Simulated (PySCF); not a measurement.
SMILES CCBr (PBE0/def2-SVP optimised geometry):

```
8

C      0.920    -0.384     0.000
C     -0.588    -0.384     0.000
Br    -1.321     1.423     0.000
H      1.321     0.121     0.891
H      1.289    -1.423     0.000
H      1.321     0.122    -0.890
H     -1.005    -0.870    -0.891
H     -1.005    -0.870     0.891
```

Level of theory: PySCF with PBE0/def2-TZVP.

**Question.** What are the frontier orbital energies and the dipole moment?

**Answer.** HOMO-2 -9.97 eV, HOMO-1 -7.87 eV, HOMO -7.83 eV, LUMO 0.15 eV, LUMO+1 1.37 eV; dipole moment 2.15 D.

On the same geometry PySCF with PBE/def2-TZVP gives HOMO-2 -8.68 eV, HOMO-1 -6.58 eV, HOMO -6.53 eV, LUMO -0.88 eV, LUMO+1 0.55 eV; dipole moment 2.07 D.

Meta-Löwdin charges at PBE0/def2-TZVP: C1 -0.34, C2 -0.18, Br3 -0.12, H4 0.12, H5 0.12, H6 0.12, H7 0.13, H8 0.13.
